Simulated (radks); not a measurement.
Values are calculated unless marked as measured or tabulated.
All-electron atom: Eu XXXVIII in [Ar] 3d8 (the NIST ground configuration). Level of theory: Dirac Kohn-Sham, PBE, spin-unpolarised, spherical densities, finite nucleus; open shells fill j = l - 1/2 first; Fermi nuclear charge, rms radius 5.1115 fm (a radial shooting solver on a logarithmic mesh with Libxc functionals).

Unscreened Slater integrals over Kohn-Sham orbitals (cm^-1). Large and small components are both included. Empty in this configuration: 4s1/2.

F0(3d5/2,3d5/2): 919980
F2(3d5/2,3d5/2): 471380
F4(3d5/2,3d5/2): 303880
F0(3d5/2,3d3/2): 927580
F2(3d5/2,3d3/2): 473840
G2(3d5/2,3d3/2): 467980
G4(3d5/2,3d3/2): 301590
F0(3d5/2,3p3/2): 854600
F2(3d5/2,3p3/2): 410530
G1(3d5/2,3p3/2): 441390
G3(3d5/2,3p3/2): 293500
F0(3d5/2,3p1/2): 878830
G3(3d5/2,3p1/2): 311780
F0(3d5/2,4s1/2): 515180
G2(3d5/2,4s1/2): 49152
F0(3d3/2,3d3/2): 935450
F2(3d3/2,3d3/2): 476620
F0(3d3/2,3p3/2): 860480
F2(3d3/2,3p3/2): 409740
G1(3d3/2,3p3/2): 436010
G3(3d3/2,3p3/2): 289890
F0(3d3/2,3p1/2): 885300
G1(3d3/2,3p1/2): 475870
F0(3d3/2,4s1/2): 516750
G2(3d3/2,4s1/2): 48763
F0(3p3/2,3p3/2): 815920
F2(3p3/2,3p3/2): 409260
F0(3p3/2,3p1/2): 835570
G2(3p3/2,3p1/2): 412450
F0(3p3/2,4s1/2): 505060
G1(3p3/2,4s1/2): 52011
F0(3p1/2,3p1/2): 857340
F0(3p1/2,4s1/2): 509980
G1(3p1/2,4s1/2): 52582
F0(4s1/2,4s1/2): 410880
